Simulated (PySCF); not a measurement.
GeHClBr2, SMILES [Br][GeH]([Br])[Cl]. Atoms are numbered in the order given.

```xyz
5

Ge     0.5160    -0.3907     0.0000
Cl    -0.4099    -2.3402     0.0000
Br    -0.1655     0.7548    -1.8830
Br    -0.1655     0.7548     1.8830
H      2.0403    -0.5461     0.0000
```

Coordinates come from a B3LYP-D3(BJ)/def2-SVP optimisation.

Two levels are set side by side: PBE/pcSseg-1 (PySCF) and KT2/pcSseg-1 (PySCF). GIAO shifts against GeH4 (⁷³Ge), HCl (³⁵Cl), TMS (¹H) at the same level; non-relativistic, no solvent, atoms listed together averaged. Without spin–orbit terms, shifts of atoms bonded to Cl or Br come out too high at both levels. Differences are taken from unrounded values.

| quantity | KT2 |
|---|---|
| δ(⁷³Ge) of Ge1 (ppm) | 503.2 |
| δ(³⁵Cl) of Cl2 (ppm) | 240.8 |
| δ(¹H) of H5 (ppm) | 7.95 |

**Question.** What does PBE give, and how far is it from KT2? (An estimate is asked for; the answer gives what the named calculation found.)

**Answer.** 
| quantity | PBE | PBE minus KT2 |
|---|---|---|
| δ(⁷³Ge) of Ge1 (ppm) | 522.3 | 19.1 |
| δ(³⁵Cl) of Cl2 (ppm) | 248.4 | 7.6 |
| δ(¹H) of H5 (ppm) | 8.01 | 0.06 |

Rough cost on one machine, each run with all the roots and properties that it gave: KT2 against PBE within a factor of 2.
